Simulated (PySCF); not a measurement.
## $^{29}$Si chemical shifts

PySCF 2.14 calculation with GFN2-xTB geometry and PBE0/pcSseg-1 with gauge-including orbitals; non-relativistic Hamiltonian, a single conformation, gas phase, averaged over atoms made equivalent by symmetry, fast rotation or ring inversion.

Shieldings were converted by a linear fit to measured shifts: $^{29}$Si (scatter 8.9 ppm rms, 25.8 ppm with the 6 outliers that the fit left out vs TMS, solution or neat liquid). A few per cent of atoms miss by over 2 rms, more outside the fitted compound classes.

Question: Give the $^{29}$Si shifts of `[SiH3][Si]([SiH3])([SiH3])NC[SiH2]Cl`, `[SiH3]C([SiH3])[SiH2]N([SiH3])[SiH2]Cl`, `C[C@@H]1C(=O)C[C@H]2[SiH2]O[SiH2][C@@H]12`, `C=C[Si@H](OC)[SiH2]SC`.

Answer: 
```csv
compound,environment,δ (ppm)
[SiH3:1][Si:2]([SiH3:3])([SiH3:4])[NH:5][CH2:6][SiH2:7][Cl:8],"Si7: silicon bonded to C, Cl, 2 H",-21.0
[SiH3:1][Si:2]([SiH3:3])([SiH3:4])[NH:5][CH2:6][SiH2:7][Cl:8],"Si2: silicon bonded to N, 3 Si",-42.6
[SiH3:1][Si:2]([SiH3:3])([SiH3:4])[NH:5][CH2:6][SiH2:7][Cl:8],"Si1/3/4: silicon bonded to Si, 3 H (×3)",-98.7
[SiH3:1][CH:2]([SiH3:3])[SiH2:4][N:5]([SiH3:6])[SiH2:7][Cl:8],"Si4: silicon bonded to C, N, 2 H",-20.7
[SiH3:1][CH:2]([SiH3:3])[SiH2:4][N:5]([SiH3:6])[SiH2:7][Cl:8],"Si7: silicon bonded to Cl, N, 2 H",-22.3
[SiH3:1][CH:2]([SiH3:3])[SiH2:4][N:5]([SiH3:6])[SiH2:7][Cl:8],"Si6: silicon bonded to N, 3 H",-47.3
[SiH3:1][CH:2]([SiH3:3])[SiH2:4][N:5]([SiH3:6])[SiH2:7][Cl:8],"Si1/3: silicon bonded to C, 3 H (×2)",-67.8
[CH3:1][C@@H:2]1[C:3](=[O:4])[CH2:5][C@H:6]2[SiH2:7][O:8][SiH2:9][C@@H:10]12,"Si9: silicon bonded to C, O, 2 H, in a 5-membered ring",-5.2
[CH3:1][C@@H:2]1[C:3](=[O:4])[CH2:5][C@H:6]2[SiH2:7][O:8][SiH2:9][C@@H:10]12,"Si7: silicon bonded to C, O, 2 H, in a 5-membered ring",-9.1
[CH2:1]=[CH:2][Si@H:3]([O:4][CH3:5])[SiH2:6][S:7][CH3:8],"Si3: silicon bonded to C, O, Si, H",-19.1
[CH2:1]=[CH:2][Si@H:3]([O:4][CH3:5])[SiH2:6][S:7][CH3:8],"Si6: silicon bonded to S, Si, 2 H",-50.1
```

Question: Order these by $^{29}$Si shift, lowest first.
A. C=PC[Si](C)(C)C
B. CN[SiH2]n1cnnc1F
C. C[C@@H](F)C1=C[SiH2]CC=CC1

Answer: C (-63.5 ppm, silicon bonded to 2 C, 2 H, in a 7-membered ring), B (-38.0 ppm, silicon bonded to 2 N, 2 H), A (-7.7 ppm, silicon bonded to 4 C).
